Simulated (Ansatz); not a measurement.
Geometry optimisation, Ansatz 0.2.0, RKS PBE/def2-SVP.

Input file:

```yaml
crystal:
  periodic: [false, false, false]
  atoms:
    - { symbol: B, position_ang: [0.0, 0.0, 0.0] }
    - { symbol: F, position_ang: [0.0, 0.0, 1.67] }
    - { symbol: "N", position_ang: [1.3423, 0.0, -0.775] }
    - { symbol: H, position_ang: [1.8089, -0.9179, -1.0268] }
    - { symbol: H, position_ang: [1.7937, 0.9179, -1.0532] }
    - { symbol: H, position_ang: [-1.0305, 0.0, -0.595] }
    - { symbol: Br, position_ang: [0.1049, 2.2181, 0.7379] }
    - { symbol: H, position_ang: [0.0503, 1.0645, 1.7044] }
basis:
  gaussian: { orbitals: def2-SVP }
hamiltonian:
  xc: pbe
relax:
  f_tol: 0.15
  max_steps: 25
  restrain:
    - { distance: [0, 6], at: 3.24, k: 30.0 }
    - { distance: [7, 1], at: 2.12, k: 30.0 }
    - { distance: [0, 1], at: 1.32, k: 30.0 }
    - { distance: [7, 6], at: 1.55, k: 30.0 }
```

Command:

```bash
$ ansatz run input.yaml --threads 2 --pin off --max-ram 3072MiB --backend cpu --events-out ev --progress --plain --runs-dir out
```

Question: Where does it end, and by what steps?

Answer: The forces met the threshold. The restraints hold the end off the free minimum. After 10 steps the energy has fallen by 3.052 eV (the restraints' own energy left out); H5 moved furthest, 1.07 Å. Parted: B1–Br7 (2.34 → 3.25 Å).

| step | energy less start (eV) | largest force component (eV/Å) | accepted |
| --- | --- | --- | --- |
| 0 | 0.0000 | 4.997 | yes |
| 1 | -0.7399 | 2.766 | yes |
| 2 | -1.2554 | 2.587 | yes |
| 3 | -1.6622 | 2.760 | yes |
| 4 | -2.0411 | 1.318 | yes |
| 5 | -2.2979 | 1.243 | yes |
| 6 | -2.5738 | 1.317 | yes |
| 7 | -2.8152 | 1.365 | yes |
| 8 | -2.9827 | 1.307 | yes |
| 9 | -3.0426 | 1.252 | yes |
| 10 | -3.0522 | 1.206 | yes |

```xyz
8
Properties=species:S:1:pos:R:3
B 0.049 -0.147 -0.109
F -0.007 -0.596 1.157
N 1.273 -0.142 -0.783
H 2.154 -0.421 -0.349
H 1.363 0.213 -1.734
H -0.980 0.190 -0.657
Br 0.202 2.783 1.283
H 0.015 1.404 1.854
```

The run took 21 s on 2 threads of Arm Neoverse V1 (shared host), peak memory 0.15 GiB.
